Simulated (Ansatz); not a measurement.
A run for Ansatz (a program for electronic structure): R-HF/def2-TZVPP on CH3BeF (SMILES [CH3][Be][F]), atoms moved off the minimum.

Ansatz 0.2 input:
```yaml
crystal:
  periodic: [false, false, false]
  atoms:
    - {symbol: Be, position_ang: [-0.01636886, 0.16334061, -0.05441618]}
    - {symbol: F, position_ang: [-0.45042847, 1.02521833, -0.92010939]}
    - {symbol: C, position_ang: [0.43087392, -0.99145821, 1.03098975]}
    - {symbol: H, position_ang: [0.47213889, -2.11177652, 0.51838982]}
    - {symbol: H, position_ang: [-0.32229018, -1.18237132, 1.73056251]}
    - {symbol: H, position_ang: [1.23427529, -0.92455932, 1.51397172]}
basis:
  gaussian:
    orbitals: def2-TZVPP
hamiltonian:
  xc: {name: HF}
scf: {lower_state_search: off}
output: {forces: true}
```

Question: Predict the final total energy.

Answer: -153.8053 hartree.
